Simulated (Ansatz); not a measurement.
Reaction (redistribution): `BOC(C)[SiH3]` + `C=C[Si](O)(O)F` → `C=C[Si](O)(O)[SiH3]` + `BOC(C)F`

Program: Ansatz. Geometries: PBE0-D4/def2-TZVP. ΔE: electronic, gas phase. CCSD(T)/CBS adds triple-zeta CCSD(T) − MP2 to the extrapolated MP2 energy (def2 sets, frozen cores). DFT in def2-TZVPP. B3LYP here is the variant with VWN-RPA as its local correlation; programs differ in this. Each species was taken in one conformer, which may not be the lowest.

```json
{"level": "PBE-D4", "ΔE (kcal/mol)": "39.8", "difference from CCSD(T)/CBS": "-7.0"}
{"level": "r2SCAN-D4", "ΔE (kcal/mol)": "43.7", "difference from CCSD(T)/CBS": "-3.1"}
{"level": "PBE0-D4", "ΔE (kcal/mol)": "41.6", "difference from CCSD(T)/CBS": "-5.2"}
{"level": "B3LYP-D4", "ΔE (kcal/mol)": "44.5", "difference from CCSD(T)/CBS": "-2.3"}
{"level": "ωB97X-V", "ΔE (kcal/mol)": "43.3", "difference from CCSD(T)/CBS": "-3.5"}
{"level": "ωB97M-V", "ΔE (kcal/mol)": "45.9", "difference from CCSD(T)/CBS": "-0.9"}
{"level": "B2PLYP", "ΔE (kcal/mol)": "45.9", "difference from CCSD(T)/CBS": "-0.9"}
{"level": "PBE", "ΔE (kcal/mol)": "39.4", "difference from CCSD(T)/CBS": "-7.4"}
{"level": "r2SCAN", "ΔE (kcal/mol)": "43.6", "difference from CCSD(T)/CBS": "-3.2"}
{"level": "PBE0", "ΔE (kcal/mol)": "41.4", "difference from CCSD(T)/CBS": "-5.4"}
{"level": "B3LYP", "ΔE (kcal/mol)": "43.9", "difference from CCSD(T)/CBS": "-2.9"}
{"level": "HF/def2-TZVPP", "ΔE (kcal/mol)": "46.5", "difference from CCSD(T)/CBS": "-0.3"}
{"level": "MP2/def2-TZVPP", "ΔE (kcal/mol)": "48.7", "difference from CCSD(T)/CBS": "1.9"}
{"level": "SCS-MP2/def2-TZVPP", "ΔE (kcal/mol)": "48.0", "difference from CCSD(T)/CBS": "1.2"}
{"level": "CCSD/def2-TZVPP", "ΔE (kcal/mol)": "46.4", "difference from CCSD(T)/CBS": "-0.4"}
{"level": "CCSD(T)/def2-TZVPP", "ΔE (kcal/mol)": "45.8", "difference from CCSD(T)/CBS": "-1.0"}
{"level": "HF/def2-QZVPP", "ΔE (kcal/mol)": "47.1", "difference from CCSD(T)/CBS": "0.3"}
{"level": "MP2/def2-QZVPP", "ΔE (kcal/mol)": "49.5", "difference from CCSD(T)/CBS": "2.7"}
{"level": "SCS-MP2/def2-QZVPP", "ΔE (kcal/mol)": "48.8", "difference from CCSD(T)/CBS": "2.0"}
{"level": "HF/CBS(def2)", "ΔE (kcal/mol)": "47.2", "difference from CCSD(T)/CBS": "0.4"}
{"level": "MP2/CBS(def2)", "ΔE (kcal/mol)": "49.7", "difference from CCSD(T)/CBS": "2.9"}
{"level": "CCSD/CBS(def2)", "ΔE (kcal/mol)": "47.4", "difference from CCSD(T)/CBS": "0.6"}
{"level": "CCSD(T)/CBS", "ΔE (kcal/mol)": "46.8", "difference from CCSD(T)/CBS": "0"}
```

Largest T1 diagnostic among the species: 0.013.

From PBE to PBE0 (25 % exact exchange), in def2-TZVPP and without D4, ΔE moves by +2.0 kcal/mol.
